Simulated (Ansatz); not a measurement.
Frontier orbitals of Cl2F3HOW, SMILES `[OH][W]([F])([F])([F])([Cl])[Cl]`.

The species carries charge 0 and has multiplicity 1. Correlated methods include outer-core shells of W, which these sets cover unevenly. W takes the def2 core potential. Geometry: relaxed with PBE0-D4/def2-TZVP. It is one conformer, not always the lowest. Basis def2-TZVPP, Ansatz.

```csv
functional,HOMO (eV),LUMO (eV),gap (eV)
LDA (SPW92),-8.22,-5.18,3.04
PBE,-8.03,-4.96,3.07
BLYP,-7.88,-4.86,3.02
PBE0,-9.54,-4.45,5.09
LC-ωPBE,-12.32,-2.34,9.98
ωB97X-V,-11.95,-2.40,9.55
ωB97M-V,-11.80,-2.40,9.40
```

From PBE to PBE0 the HOMO moves by −1.51 eV and the LUMO by +0.51 eV, and with ωB97M-V by −3.77 and +2.56 eV, so the gap grows from 3.08 to 9.40 eV with exact exchange.

LC-ωPBE has ω = 0.4 bohr⁻¹.
